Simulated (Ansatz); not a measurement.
| atom | x (Å) | y (Å) | z (Å) |
| --- | --- | --- | --- |
| C | -0.0396 | -0.0304 | 0.0020 |
| C | 0.0466 | 0.0083 | 1.4388 |
| C | -0.0190 | 1.0647 | -0.7502 |
| C | 0.0066 | -1.1589 | 2.1919 |
| H | -0.0392 | -0.9905 | -0.4983 |
| H | -0.0110 | 0.9391 | 1.9239 |
| H | -0.0032 | 1.0075 | -1.8193 |
| H | -0.0093 | 2.0498 | -0.2848 |
| H | 0.0414 | -1.0455 | 3.2660 |
| H | 0.0455 | -2.1132 | 1.7587 |

Basis set: cc-pVDZ (spherical functions). Correlated methods keep 4 orbitals frozen. Charge 0, multiplicity 1.

Computed with Ansatz (development build ahead of 0.2.0); each method stands on the lowest determinant of its kind that the runs found. Restricted open shells among the atoms or ions are ROHF, correlated in semicanonical orbitals with singles.

(1) Give the atomization energy at this shape (free ground-state atoms in the same class of orbitals less the molecule, no zero-point energy) of singlet C₄H₆ by RHF-MP2, RHF.

Results:

(1)

```json
{"method": "RHF-MP2", "atomization energy": "41.20 eV"}
{"method": "RHF", "atomization energy": "32.66 eV"}
```

Caution: the shape is not the minimum.
